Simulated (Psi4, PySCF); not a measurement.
Relaxed torsion scan: SMILES Cc1ccsc1-c1ccsc1. Scanned: dihedral S5–C6–C7–C8; all other coordinates were relaxed at GFN2-xTB. Points at φ and −φ are mirror images. Heavy atoms are numbered in the order of the SMILES Cc1ccsc1-c1ccsc1, hydrogens after them in the order of the atoms that carry them; the mirror image has the same energies with the sign of each dihedral reversed.

Methods: B3LYP/def2-SVP // GFN2-xTB (Psi4); RHF/3-21G = PySCF with restricted Hartree-Fock/3-21G, density fitting // GFN2-xTB; B3LYP-D3(BJ)/def2-SVP // GFN2-xTB (Psi4); PBE-D3(BJ)/def2-SVP // GFN2-xTB (Psi4).

Energies relative to the lowest point of each profile, in kJ/mol:

```tsv
φ / °	B3LYP/def2-SVP	RHF/3-21G	B3LYP-D3(BJ)/def2-SVP
-140	0.8	1.6	1.0
-100	6.5	0.2	8.2
-80	6.5	0.3	8.2
-60	3.1	0.0	3.9
0	1.4	7.6	1.3
20	0.1	3.9	0.0
80	6.5	0.3	8.2
100	6.5	0.2	8.2
120	3.1	0.1	4.0
140	0.8	1.6	1.0
160	2.5	7.0	2.5
180	4.9	11.7	4.9
```

Problem. Estimate the PBE-D3(BJ)/def2-SVP values at these points.

Solution. -140: 1.6; -100: 9.7; -80: 9.6; -60: 5.0; 0: 0.9; 20: 0.0; 80: 9.6; 100: 9.7; 120: 5.1; 140: 1.6; 160: 2.4; 180: 4.3 (kJ/mol).
